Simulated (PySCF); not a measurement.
Compound: C2H9FSi4.
SMILES with atom numbers: `[F:1][Si@@H:2]1[C:3]([SiH3:4])=[CH:5][Si@@H:6]1[SiH3:7]`

Structure used (GFN2-xTB), in Å, numbered top down from 1:
```
atom  x, y, z in Å
F1     0.518   -2.468   -0.748
Si2    0.245   -1.592    0.600
C3    -1.168   -0.333    0.314
Si4   -3.009   -0.595    0.053
C5    -0.533    0.855    0.338
Si6    1.320    0.484    0.623
Si7    2.829    1.271   -0.950
H8    -0.025   -2.673    1.543
H9    -3.531   -1.358    1.192
H10   -3.213   -1.342   -1.191
H11   -3.698    0.697   -0.027
H12   -1.039    1.801    0.196
H13    1.699    0.925    1.988
H14    3.093    2.710   -0.836
H15    2.382    1.031   -2.323
H16    4.122    0.598   -0.785
```

Probes without a nucleus sit at each ring's centroid and 1 Å off its mean plane on both sides; NICS is minus the shielding there, NICSzz its component along the normal. Level: GIAO PBE0/pcSseg-1 (PySCF, non-relativistic, gas phase) on the GFN2-xTB geometry, one conformer.

Ring bond lengths (Å), with Mayer bond orders in brackets: Si2–C3 1.914 (0.84), C3–C5 1.347 (1.82), C5–Si6 1.911 (0.86), Si6–Si2 2.338 (0.86).

Question: What do the NICS probes read (ppm)?

Answer: 
| ring | type | NICS(0) | NICS(1), two faces | NICS(1)zz, two faces | rms pucker (Å) | centre to ring atoms, mean (Å) |
| --- | --- | --- | --- | --- | --- | --- |
| Si2–C3–C5–Si6 | 4-membered ring with 2 Si; formal bonds 1 double, 3 single | 4.5 | -1.3 / -2.8 | 7.2 / 3.9 | 0.00 | 1.32 |

Question: What do they say, and how far can they be read as aromaticity?

Answer: 
- Si2–C3–C5–Si6: mean NICS(1)zz 5.6 ppm, deshielded. Si2, Si6 have four or more neighbours, and the NICS criterion for π rings isn't applied. The two faces differ by 3.3 ppm, so no symmetry operation interchanges them. NICS(0) lies 7 ppm above the mean NICS(1).

Question: List the ring angles and the Hirshfeld charges of the ring atoms.

Answer: 
- Si2–C3–C5–Si6: Si2 75.9° (+0.348 e), C3 103.3° (-0.177 e), C5 106.8° (-0.112 e), Si6 74.0° (+0.174 e); sum 360.0° against 360° for a flat convex ring.
